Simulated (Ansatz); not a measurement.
Program: Ansatz. Geometries: PBE0-D4/def2-TZVP. ΔE: electronic, gas phase. CCSD(T)/CBS adds triple-zeta CCSD(T) − MP2 to the extrapolated MP2 energy (def2 sets, frozen cores). This one scheme is used for every species. For Ge outer-core shells are correlated without core-valence functions, which leaves a few kJ/mol of doubt a bond. Scalar relativity is left out up to krypton. One conformer a species, not always the lowest.

Reaction (formal exchange of groups at the Si–B bond): `B[SiH2][SiH2][SiH3]` + `[SiH3][SiH2][GeH3]` → `[SiH3][SiH2][SiH2][GeH2][SiH2][SiH3]` + BH₃

`B[SiH2][SiH2][SiH3]`:

Z-matrix (Å, degrees):
```
Si
Si 1 2.357
B 1 1.988 2 102.1
H 1 1.489 2 108.4 3 -122.1
H 1 1.490 2 106.7 3 120.5
Si 2 2.338 1 110.0 3 -57.5
H 2 1.490 1 109.4 3 -178.7
H 2 1.490 1 109.7 3 62.8
H 3 1.196 1 120.7 2 85.8
H 3 1.195 1 121.1 2 -88.1
H 6 1.487 2 109.9 1 -56.8
H 6 1.488 2 111.6 1 -177.6
H 6 1.489 2 109.2 1 62.1
```

`[SiH3][SiH2][GeH3]`:

```xyz
11

Si    0.038    1.969   -0.008
Si    0.565   -0.161    0.796
Ge   -0.445   -1.833   -0.564
H     0.660    3.032    0.827
H    -1.438    2.157   -0.001
H     0.527    2.112   -1.406
H     0.080   -0.308    2.196
H     2.043   -0.351    0.793
H     0.053   -1.708   -2.015
H    -1.973   -1.665   -0.564
H    -0.110   -3.245   -0.055
```

`[SiH3][SiH2][SiH2][GeH2][SiH2][SiH3]`:

```xyz
20

Si   -1.918    0.447   -1.828
Si   -2.022    0.785    0.484
Si   -1.407   -1.188    1.572
Ge    0.745   -1.866    0.809
Si    2.300   -0.059    0.894
Si    2.161    1.336   -0.978
H    -3.013   -0.473   -2.240
H    -2.053    1.724   -2.577
H    -0.619   -0.184   -2.189
H    -3.397    1.211    0.873
H    -1.072    1.860    0.885
H    -1.349   -0.978    3.046
H    -2.404   -2.257    1.289
H     1.262   -3.030    1.678
H     0.641   -2.380   -0.640
H     2.055    0.734    2.131
H     3.684   -0.607    0.968
H     3.240    2.360   -0.934
H     2.316    0.531   -2.219
H     0.850    2.036   -1.026
```

BH₃:

```xyz
4

B     0.000    0.000    0.000
H    -1.019    0.620    0.033
H     0.869    0.238    0.782
H     0.150   -0.858   -0.816
```

```csv
species,HF/def2-SVP energy (Eh)
`B[SiH2][SiH2][SiH3]`,-896.38186
`[SiH3][SiH2][GeH3]`,-2657.43012
`[SiH3][SiH2][SiH2][GeH2][SiH2][SiH3]`,-3527.45122
BH₃,-26.37044
```

(1) Work out ΔE.

Largest T1 diagnostic among the species: 0.014.

Answers

(1) ΔE = (-3527.45122) + (-26.37044) − (-896.38186) − (-2657.43012) = -0.00968 Eh = -6.1 kcal/mol. CCSD(T)/CBS gives -10.5 kcal/mol.

At CCSD(T), def2-SVP lies +2.0 kcal/mol from the extrapolated value and def2-TZVPP +0.6 kcal/mol. From r2SCAN to r2SCAN0 (25 % exact exchange), in def2-TZVPP and without D4, ΔE moves by −0.8 kcal/mol.
